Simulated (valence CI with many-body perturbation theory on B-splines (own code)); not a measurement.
Questions on Yb54+

Level of theory: relativistic CI+MBPT: six valence electrons over a frozen Dirac-Fock core [Ne], radial functions for each j: 9 s, 9 p, 8 d, 6 f, 3 g, 1 h, with the one-electron correlation potential Σ1 (screened to all orders), the two-electron term Σ2, the three-electron term Σ3, Breit, model QED; selected single and double excitations, second order for the rest, scaled by the run's own slope (own B-spline code, finite nucleus).

The last digits are not significant, and no measured levels were compared; by estimate large intervals hold to a few tenths of a per cent, small ones and those within an open d or f shell to about a per cent. Among the levels kept, up to 980 cm⁻¹ of a level comes from second order outside the variational space, and about a tenth of that is noise between levels of different J, which matters for small intervals.

Levels are named by their leading jj configuration (3d3/2^4 stands for four electrons in 3d with j = 3/2), which in mixed levels can hold well under half, so a name can repeat and another be missing.

Rates and lifetimes use the calculated energies. Strong lines usually hold to 10 to 20 %, long lifetimes can be off by a factor of two.

Q: What is the ground level?

A: (3s^2 3p1/2^2 3p3/2^2) J=2, composition 68 % 3s2 3p4 3P + 31 % 3s2 3p4 1D, g = 1.334.

Q: Where does the other parity begin?

A: At (3s^2 3p1/2^2 3p3/2 3d3/2) J=2, 218.36 eV.

Q: Name the longest-lived excited levels whose lifetime is computed, and their main decay.

A: (3s^2 3p1/2^2 3p3/2 3d3/2) J=0 at 226.40 eV lives 123 ms, mostly by M2 to (3s^2 3p1/2^2 3p3/2^2) J=2; (3s^2 3p1/2^2 3p3/2^2) J=0 at 18.34 eV lives 79.5 ms, mostly by E2 to (3s^2 3p1/2^2 3p3/2^2) J=2; (3s^2 3p1/2^2 3p3/2 3d5/2) J=4 at 284.16 eV lives 837 ns, mostly by M1 to (3s^2 3p1/2^2 3p3/2 3d3/2) J=3.

Q: What is the ionisation energy?

A: 5226.9 eV; NIST lists 5224 ± 5 eV (theoretical).

Q: Among levels below 573.84 eV, which E1 lines absorb most strongly from the ground level?

A: to (3s^2 3p1/2 3p3/2^2 3d3/2) J=3 at 2.405 nm, f = 0.244; to (3s^2 3p1/2 3p3/2^2 3d3/2) J=2 at 2.377 nm, f = 0.236; to (3s^2 3p1/2 3p3/2^2 3d3/2) J=1 at 2.357 nm, f = 0.160.

Q: How well does LS coupling describe the low levels?

A: Among the lowest 20 levels the leading LS term, summed over configurations, holds 51 % on average. For single configurations the figures are 50 % in LS and 95 % in jj coupling. Terms mix most in the J = 3 level at 226.67 eV, where the leading one holds 28 %.

Q: What are the static dipole polarisabilities of the lowest levels?

A: (3s^2 3p1/2^2 3p3/2^2) J=2 0.00413 (tensor 2.0e-05); (3s^2 3p1/2^2 3p3/2^2) J=0 0.00412 bohr³, of which the core gives 5.76e-05.
